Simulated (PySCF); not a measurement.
# Computed properties of C3H4O2Si, SMILES O1C(C=C[SiH2]1)=O

C3H4O2Si, SMILES O=C1C=C[SiH2]O1. The structure is a stationary point at PBE0-D3(BJ)/def2-SVP. The structure was generated by enumeration, and PubChem lists no compound with its InChIKey, so it may never have been made. Other conformers were not sampled. All values are computed for the isolated molecule unless a solvent is named; none is compared with measurement here.

**Structure.** The optimised structure has Cs symmetry. All 24 harmonic modes at PBE0-D3(BJ)/def2-SVP (PySCF) are real, so it is a minimum. With heavy atoms numbered as in [O:1]=[C:2]1[CH:3]=[CH:4][SiH2:5][O:6]1, the shortest bond between them is O1–C2 at 1.195 Å and the longest C4–Si5 at 1.867 Å.

**Vibrations.** The strongest infrared lines (harmonic, unscaled, degenerate partners summed) lie at 1916 cm⁻¹ (399 km/mol, C 64 %, O 35 %), 1239 cm⁻¹ (174 km/mol, C 53 %, H 31 %, O 14 %), 963 cm⁻¹ (134 km/mol, O 65 %, H 15 %, C 13 %). The softest mode is at 153 cm⁻¹ and the zero-point energy is 40.6 kcal/mol.

**Electronic structure.** CAM-B3LYP/def2-TZVP (PySCF) places the frontier levels at -9.68 and -0.80 eV, a gap of 8.88 eV, and gives a dipole moment of 4.59 D and a mean polarisability of 60.7 bohr³. PBE/def2-TZVP (PySCF) at the same geometry gives -6.55 and -2.90 eV, so its gap is 5.23 eV narrower. An orbital gap is neither the optical nor the fundamental gap.

**Excitations.** TDDFT-M06-2X/def2-SVPD (PySCF) has S1 at 4.66 eV (266 nm, f = 0.000, dark); the most intense of the 10 singlets computed lies at 6.51 eV (f = 0.30). T1 (TDA) is at 4.26 eV. TDDFT-PBE/def2-SVPD (PySCF) puts S1 at 3.82 eV. No vertical singlet excitation falls in the visible range (under 3.1 eV).

**NMR.** GIAO shifts at B3LYP/pcSseg-1 (PySCF) (non-relativistic, atoms alike by connectivity averaged): ¹³C from 151.5 to 172.4 ppm against TMS; ¹H from 5.5 to 7.4 ppm against TMS; ²⁹Si at -10.4 ppm against TMS.

**Solvation.** SMD-B3LYP/6-31G* (PySCF) gives -3.8 kcal/mol in water, -6.1 kcal/mol in acetone, -6.0 kcal/mol in N,N-dimethylformamide (1 M in both phases, gas-phase geometry).
